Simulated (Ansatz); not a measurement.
Compare A (`C=C[SiH2]N`) with its isomer B (`CN(C)[SiH]`).

Computed with Ansatz on PBE0-D4/def2-TZVP structures; ΔE is electronic, products minus reactants. CCSD(T)/CBS is the MP2 limit (def2-TZVPP, def2-QZVPP) plus CCSD(T) − MP2 in def2-TZVPP, frozen cores. DFT in def2-TZVPP. B3LYP here is the variant with VWN-RPA as its local correlation; programs differ in this. Each species was taken in one conformer, which may not be the lowest.

A:

Z-matrix (Å, degrees):
```
Si
C 1 1.865
N 1 1.715 2 114.9
H 1 1.488 2 108.4 3 -120.8
H 1 1.488 2 108.4 3 120.8
C 2 1.330 1 123.1 3 0.1
H 2 1.091 1 118.8 3 -179.9
H 3 1.006 1 121.5 2 75.9
H 3 1.006 1 121.5 2 -76.3
H 6 1.087 2 122.6 1 180.0
H 6 1.087 2 121.2 1 -0.0
```

B:

Z-matrix (Å, degrees):
```
C
N 1 1.450
H 1 1.091 2 110.2
H 1 1.097 2 110.9 3 -120.2
H 1 1.097 2 110.9 3 120.2
C 2 1.447 1 112.0 3 -180.0
Si 2 1.712 1 119.7 3 0.0
H 6 1.097 2 110.8 1 59.6
H 6 1.097 2 110.7 1 -59.4
H 6 1.088 2 110.1 1 -179.9
H 7 1.532 2 94.7 1 -180.0
```

Question: Which is lower in electronic energy at CCSD(T)/CBS, and by how much? (Estimate.)

Answer: Computed: A, by 25.9 kcal/mol.

Question: Give E(B) − E(A) in kcal/mol with CCSD(T)/def2-SVP, CCSD/def2-TZVPP, LDA (SPW92), B3LYP-D4, B2PLYP, BLYP-D4, PBE-D4. (An estimate is asked.)

Answer: The calculation gave: CCSD(T)/def2-SVP 15.9, CCSD/def2-TZVPP 24.6, LDA (SPW92) 17.3, B3LYP-D4 24.0, B2PLYP 25.3, BLYP-D4 22.2, PBE-D4 20.7. None reverses the order clearly.

Question: Does the order hold for the free energy at 298.15 K (harmonic terms from PBE0-D4)? (Estimate.)

Answer: The calculation gave: Yes: G(B) − G(A) = +30.0 kcal/mol, for one conformer each.

Largest T1 diagnostic: 0.015.

The D4 term adds −0.8 kcal/mol with B3LYP and −0.4 kcal/mol with PBE0; it sums over pairs of atoms, weighted by their polarisabilities, and B3LYP, whose exchange is more repulsive, gets the larger term. From BLYP to BHLYP (50 % exact exchange), in def2-TZVPP and without D4, E(B) − E(A) moves by +3.4 kcal/mol.
